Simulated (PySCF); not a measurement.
A structure optimised at PBE-D3(BJ)/def2-SVP, used in a PySCF frequency run:

```
C
H 1 1.1087
H 1 1.1116 2 108.38
Si 1 1.8908 2 115.91 3 123.25
F 4 1.6431 1 109.02 2 31.57
Si 1 1.9279 2 116.47 3 -123.57
H 6 1.5041 1 111.04 2 -30.08
H 6 1.5043 7 109.92 1 -126.95
Cl 4 2.0806 5 107.18 1 124.76
Si 4 2.3579 5 110.52 1 -99.83
H 10 1.5022 4 120.17 5 -22.64
H 10 1.5057 11 110.80 4 134.87
```
Charge 0, spin multiplicity 1.

Write its SMILES and formula.

F[Si@]1(Cl)C[SiH2][SiH2]1, CH₆ClFSi₃

What are its rotational constants (standard atomic weights)?

2.3151, 0.96594, 0.90809 GHz
